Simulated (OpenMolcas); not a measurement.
## What dynamic correlation does to the levels of Dy4+

```json
{
 "Program": "OpenMolcas",
 "Basis": "ANO-RCC-VTZP [8s7p5d3f2g1h]",
 "Scalar Hamiltonian": "DKH2, point nucleus",
 "Active space": "8 electrons in 7 orbitals (4f)",
 "State averaging": "2S+1 = 7 even, 7 roots; 2S+1 = 5 even, 140 roots (77 in the spin-orbit step); 2S+1 = 3 even, 3 roots kept (CI in the orbitals of an earlier block, 0 in the spin-orbit step)",
 "Spin-orbit coupling": "RASSI with atomic mean-field integrals over the reference wave functions, term energies averaged over their components"
}
```

Methods on the same reference wave functions:
A. CASSCF
B. SS-CASPT2, IPEA 0.25 Eh, imaginary shift 0.1 Eh (closed shells correlated: 5s 5p)

Energies in cm⁻¹ above 4f⁸ ⁷F₆.

```csv
Level,A,B
4f⁸ ⁷F₆,0.0,0.0
4f⁸ ⁷F₅,2375,2380
4f⁸ ⁷F₄,3980,3940
4f⁸ ⁷F₃,5273,5220
4f⁸ ⁷F₂,6282,6240
4f⁸ ⁷F₁,6979,6950
4f⁸ ⁷F₀,7335,7320
4f⁸ ⁵D₄,26418,23900
4f⁸ ⁵D₃,33018,30520
4f⁸ ⁵L₁₀,34263,33700
4f⁸ ⁵L₉,35275,34650
4f⁸ ⁵L₈,36368,35720
4f⁸ ⁵G₅ [75 %],36427,33880
4f⁸ ⁵G₆ [71 %],36558,34060
4f⁸ ⁵G₄,37000,34420
4f⁸ ⁵L₇,37481,36840
4f⁸ ⁵G₃,37907,35300
4f⁸ ⁵D₂,38039,35540
4f⁸ ⁵L₆,38567,37960
4f⁸ ⁵G₂,38929,36300
4f⁸ ⁵H₇,40781,38370
```

From A to B the spin-free energies of the other terms of 4f⁸ shown, above ⁷F, scale by factors of 0.90 to 0.98.

The lowest spin-free term lies below A's lowest term by 0.595 hartree in B.

CASPT2 breaks the degeneracy within a term, and the mean is taken; among the terms shown or strongly mixed into the levels shown the widest spread is 200 cm-1 (4f⁸ ⁵I, B). High states are left out of the spin-orbit mixing, which shifts the levels that they would mix with. Without dynamic correlation excited terms often stand tens of per cent too high (terms of higher spin than the ground term too low), and those without a measured partner can miss by more than the paired ones (holds for A). Only configurations of the active space appear. The table leaves out levels that lie high or whose names do not pair safely across all columns.

A share in square brackets marks a mixed level and gives the weight of the term that names it, the lowest over the columns.
